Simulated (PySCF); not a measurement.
Job file and geometry (Å, from GFN2-xTB) of an NMR shielding run on `[SiH3]C[C@H]1CC[SiH2]O1`, C4H12OSi2, GIAO PBE0/pcSseg-1 NMR shielding, non-relativistic, gas phase (PySCF); density fitting, a coarse starting grid and PySCF grid level 2 are the driver's defaults:

```
$ OMP_NUM_THREADS=1 python probes_run.py task.json out

{"job": {"kind": "nmr", "xc": "PBE0", "basis": "pcSseg-1"}, "charge": 0, "multiplicity": 1}
Si     2.543769     0.451973    -0.833951
C      1.558909    -0.164949     0.676762
C      0.178437    -0.550843     0.182687
C     -0.947583    -0.429199     1.211103
C     -2.263252    -0.317749     0.441307
Si    -1.710699     0.652079    -1.104719
O     -0.128187     0.299616    -0.916529
H      3.958295     0.477508    -0.428914
H      2.399100    -0.491253    -1.940597
H      2.146255     1.805071    -1.209933
H      1.478206     0.633908     1.414836
H      2.034029    -1.011628     1.168883
H      0.204068    -1.577348    -0.209010
H     -0.788141     0.485945     1.786525
H     -0.929177    -1.275124     1.900058
H     -2.625386    -1.310076     0.170233
H     -3.034999     0.152473     1.045652
H     -1.885423     2.097990    -1.005053
H     -2.198025     0.080857    -2.356803
```

Task: What does the program print?

Result: 
```
coarse grid: 16120 points
cycle   1  E = -813.1557845490  dE =  7.154e-01  |g| = 7.202e-01  |ddm| = 3.830e+00
cycle   2  E = -813.0215564290  dE =  1.342e-01  |g| = 1.104e+00  |ddm| = 1.751e+00
cycle   3  E = -813.2560601264  dE = -2.345e-01  |g| = 1.186e-01  |ddm| = 1.260e+00
cycle   4  E = -813.2585167872  dE = -2.457e-03  |g| = 4.319e-02  |ddm| = 1.283e-01
cycle   5  E = -813.2589670361  dE = -4.502e-04  |g| = 7.026e-03  |ddm| = 4.342e-02
cycle   6  E = -813.2589771650  dE = -1.013e-05  |g| = 2.126e-03  |ddm| = 8.857e-03
cycle   7  E = -813.2589782280  dE = -1.063e-06  |g| = 3.677e-04  |ddm| = 2.110e-03
final grid: 144360 points
cycle   8  E = -813.3116803849  dE = -2.971e-05  |g| = 1.069e-02  |ddm| = 2.784e-02
cycle   9  E = -813.3116543854  dE =  2.600e-05  |g| = 1.581e-02  |ddm| = 1.969e-02
cycle  10  E = -813.3117035657  dE = -4.918e-05  |g| = 1.257e-03  |ddm| = 1.231e-02
cycle  11  E = -813.3117038892  dE = -3.236e-07  |g| = 2.518e-04  |ddm| = 1.462e-03
cycle  12  E = -813.3117039037  dE = -1.447e-08  |g| = 5.683e-05  |ddm| = 3.326e-04
cycle  13  E = -813.3117039044  dE = -7.119e-10  |g| = 1.564e-05  |ddm| = 7.350e-05
converged SCF energy = -813.3117039044

GIAO shielding tensors (ppm)
atom      isotropic    diamagn.    paramagn.     s11        s22        s33       span
  0 Si     429.884     878.490    -448.606    402.738    424.474    462.441     59.703
  1 C      165.307     251.732     -86.425    147.123    152.966    195.832     48.709
  2 C      105.067     246.858    -141.791     63.885    107.959    143.356     79.471
  3 C      147.446     251.097    -103.651    125.507    145.045    171.785     46.278
  4 C      172.299     253.990     -81.691    147.940    173.207    195.750     47.810
  5 Si     354.009     881.064    -527.054    297.344    342.642    422.042    124.698
  6 O      269.232     401.760    -132.528    235.517    241.562    330.618     95.101
  7 H       27.916      27.923      -0.006     24.398     25.430     33.921      9.523
  8 H       27.767      28.790      -1.023     24.166     26.506     32.628      8.463
  9 H       27.664      28.908      -1.244     23.570     27.032     32.391      8.820
 10 H       30.628      32.044      -1.416     26.482     30.382     35.020      8.539
 11 H       30.471      30.805      -0.335     25.748     28.412     37.252     11.504
 12 H       27.677      33.332      -5.654     24.997     25.849     32.186      7.190
 13 H       30.452      33.284      -2.832     25.482     30.293     35.580     10.098
 14 H       29.427      31.616      -2.189     24.767     28.344     35.170     10.402
 15 H       30.417      30.958      -0.542     26.074     27.312     37.865     11.792
 16 H       30.555      29.824       0.731     25.884     27.409     38.371     12.487
 17 H       26.705      29.980      -3.275     22.837     24.459     32.819      9.982
 18 H       26.727      29.528      -2.801     23.080     24.326     32.776      9.697
```

Task: Turn these shieldings into chemical shifts. Shifts are taken against calculated references (same method and geometry level): ²⁹Si (σref 349.16) and ¹³C (σref 186.93) and ¹H (σref 31.72) against TMS; H2O for ¹⁷O (σref 336.08).

Result: Averaging equivalent atoms: Si 5: -4.9; Si 0: -80.7; C 2: 81.9; C 3: 39.5; C 1: 21.6; C 4: 14.6; O 6: 66.8; H 17: 5.01; H 18: 4.99; H 12: 4.04; H 7/8/9: 3.93; H 14: 2.29; H 15: 1.30; H 13: 1.27; H 11: 1.25; H 16: 1.16; H 10: 1.09 ppm. Experimental scales use liquid or dissolved standards, which lie at an offset from isolated H2O (liquid H2O: subtract about 36 ppm).

Size and cost of the density-fitted run: 193 basis functions, 77 s wall time on 1 thread of an Arm Neoverse N1, shared host; peak memory 0.86 GiB.
